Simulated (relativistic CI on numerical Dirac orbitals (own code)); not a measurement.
Magnetism of Pt+, 5d9, in a crystal field

Calculated by Dirac-Coulomb-Breit CI, KLI orbitals optimised for each configuration, QED by a radiative potential, valence Slater integrals scaled by 0.85, one configuration in a parametric crystal field (own radial code).

Field parameters in Wybourne normalisation: D3d B²₀ = −7Dσ, B⁴₀ = −14Dq − 21Dτ, B⁴₃ = −14√(10/7) Dq. The field is a parameter set, without covalency.

S is read from ⟨S²⟩ = S(S + 1).

Powder χT (cm³ K mol⁻¹) by Van Vleck's formula, with temperature-independent terms:

```
                                        Field    2 K    5 K   10 K   20 K   50 K  100 K  200 K  300 K
D3d, 10Dq = 21750, Dσ = -1200, Dτ = -330 cm⁻¹  0.253  0.263   0.28  0.312  0.409  0.531  0.627  0.656
 D3d, 10Dq = 21750, Dσ = 1200, Dτ = -330 cm⁻¹  0.356  0.358  0.361  0.366  0.382  0.409  0.463  0.515
  D3d, 10Dq = 21750, Dσ = 980, Dτ = -330 cm⁻¹  0.337  0.339  0.342  0.348  0.367  0.397  0.459  0.516
  D3d, 10Dq = 21750, Dσ = 760, Dτ = -330 cm⁻¹  0.318   0.32  0.324  0.331  0.353  0.389   0.46  0.523
  D3d, 10Dq = 21750, Dσ = 550, Dτ = -330 cm⁻¹  0.301  0.304  0.308  0.316  0.342  0.384  0.466  0.534
  D3d, 10Dq = 21750, Dσ = 330, Dτ = -330 cm⁻¹  0.284  0.287  0.292  0.303  0.334  0.385  0.482  0.553
  D3d, 10Dq = 21750, Dσ = 110, Dτ = -330 cm⁻¹  0.268  0.272  0.278  0.292  0.331  0.397  0.509  0.577
 D3d, 10Dq = 21750, Dσ = -110, Dτ = -330 cm⁻¹  0.253  0.259  0.268  0.286   0.34  0.427  0.548  0.606
```

(1) For D3d, 10Dq = 21750, Dσ = 980, Dτ = -330 cm⁻¹: what effective moment follows at 300 K?

Results:

(1) μ_eff = √(8χT) = 2.03 μB. The ground level has S = 0.50; the spin-only moment for S = 1/2 is 1.73 μB. The difference comes from the orbital moment, spin-orbit mixing of terms and temperature-independent paramagnetism, all larger in this ionic model than in covalent complexes.
